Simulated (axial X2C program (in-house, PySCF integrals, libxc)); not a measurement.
# Photoelectron levels of PbP⁻ by EOM-IP-CCSD

Calculated with an in-house all-electron X2C program for linear molecules (integrals from PySCF): two-component X2C with atomic mean-field Coulomb and Gaunt terms, Gaussian nuclei, basis Pb dyall-acv3z, P dyall-av3z with contracted cores.

R = 2.333 Å (near the PBE0 minimum at charge -1 of the determinant lowest at the starting distance; the state shown can have its own minimum elsewhere).

Hartree–Fock spinors of PbP⁻ (one of each Kramers pair; a window near the gap, which can cut inner shells):

```tsv
ω	occupied	ε (eV)	character
3/2	yes	-22.63	99% Pb d
1/2	yes	-14.99	53% P s, 23% Pb s, 9% Pb p
1/2	yes	-9.29	43% Pb s, 22% P p, 18% P s
1/2	yes	-3.17	45% Pb p, 40% P p, 7% Pb s
3/2	yes	-2.54	69% P p, 20% Pb p, 6% Pb d
1/2	yes	-2.30	53% P p, 36% Pb p, 3% Pb d
1/2	no	3.06	94% Pb p, 4% Pb s
3/2	no	3.09	96% Pb p, 2% Pb d
1/2	no	3.12	96% Pb p, 2% Pb d
1/2	no	3.68	77% Pb s, 17% P p, 4% Pb p
1/2	no	4.90	32% P p, 28% Pb p, 27% Pb d
1/2	no	5.09	72% P p, 13% Pb s, 8% Pb d
```

Vertical detachment energies of PbP⁻ to the states of PbP:

| Ω of PbP | vertical detachment energy (eV) | above lowest (cm⁻¹) | ionised spinor | one-hole weight |
| --- | --- | --- | --- | --- |
| 3/2 | 2.415 | 0 | 69% P pπ, 20% Pb pπ | 0.93 |
| 1/2 | 2.491 | 615 | 36% P pπ, 21% P pσ, 18% Pb pπ | 0.94 |
| 1/2 | 3.231 | 6584 | 27% Pb pπ, 24% P pσ, 22% Pb pσ | 0.94 |

(1) What is the splitting of the first π pair in the table, and is it regular or inverted?

This point took 19 s on 1 thread of Arm Neoverse V1, on a shared host.

Reference electrons by ω block (each with its −ω partner): 1/2: 29, 3/2: 14, 5/2: 5, 7/2: 1. 20 electrons of PbP⁻ correlated (inner shells frozen), 82 natural virtual spinors (a truncated set); levels can be off by some tenths of an eV. Roots sought by Ω: (1/2: 4, 3/2: 3, 5/2: 1); rows need 60 % one-particle weight and stop where some Ω has no more roots. Missing are any skipped roots, higher Ω and states of a further excitation; these come out far too high here and may in truth be low or lowest. T1 of the reference 0.025 (Lee–Taylor). Number of frozen shells: Pb 5 s, 4 p, 2 d, 1 f; P 2 s, 1 p. Large amplitudes in the reference (orbital relaxation or multireference character) lower the reliability.

Answers

(1) E(3/2) − E(1/2) = 0 − 615 = -615 cm⁻¹ at EOM-IP-CCSD: inverted, Ω = 3/2 lower. Splittings at this level can be off by ten to twenty per cent.
